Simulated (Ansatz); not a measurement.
System: BNH₂Br, charge 0, doublet. BNH2Br (SMILES [B](Br)N, doublet).
B3LYP-D3(BJ)/def2-TZVP minimum from Ansatz (a quantum-chemistry and plane-wave program):
```
N
H 1 1.0070
H 1 1.0117 2 114.05
B 1 1.3753 2 122.25 3 180.00
Br 4 1.9221 1 124.61 2 -180.00
```
Charge 0, spin multiplicity 2.

Total energies in aug-cc-pVDZ, 17 correlated electrons, 16 frozen orbitals. Open shells are spin-unrestricted; no spin-orbit coupling. Correlated methods leave the cores frozen (noble-gas shells, and filled d and f shells in the p block). No relativity. Spin-orbit terms, left out, reach several kcal/mol for Br and I, and more for heavier atoms.

| method | program | energy (Eh) | minus CCSDT(Q) (mEh) |
|---|---|---|---|
| HF | Ansatz | -2652.72618 | 405.30 |
| MP2 | Ansatz | -2653.09002 | 41.47 |
| CCSD | Ansatz | -2653.11667 | 14.81 |
| CCSD(T) | Ansatz | -2653.12969 | 1.79 |
| CCSDT(Q) | Ansatz | -2653.13148 | 0.00 |

Rough core times of Ansatz's runs on a shared machine: CCSD(T) 20 s, CCSDT(Q) 30 min.
